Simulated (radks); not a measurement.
Results of a calculation; reference values are marked as such.
Ionisation of C2+, [He] 2s2, to C3+, [He] 2s1, under several functionals. Non-relativistic Kohn-Sham, spin-polarised, spherical densities, point nucleus; open shells are filled with parallel spins first; a radial shooting solver on a logarithmic mesh with Libxc functionals.

functional                               E(C2+) (hartree)  Exc (hartree)  IE (eV)  -e(HOMO) (eV)  <r> HOMO (bohr)  IE error (eV)
exchange-only B88                               -36.39959       -4.29834   45.917         39.461            1.365         -1.971
PBE                                             -36.46109       -4.36033   47.106         40.361            1.362         -0.782
r2SCAN                                          -36.48730       -4.39040   46.621         40.668            1.367         -1.267
SOGGA                                           -36.26930       -4.15795   46.690         40.055            1.366         -1.198
LDA (Slater exchange, VWN5 correlation)         -36.13010       -4.00593   46.948         40.156            1.367         -0.940
exchange-only r2SCAN                            -36.39129       -4.29245   45.492         39.960            1.372         -2.396

NIST Atomic Spectra Database: 47.888 eV (measured). Closest: PBE. The Delta-SCF values span 1.61 eV, the total energies 0.36 hartree. The highest occupied level is 2s.
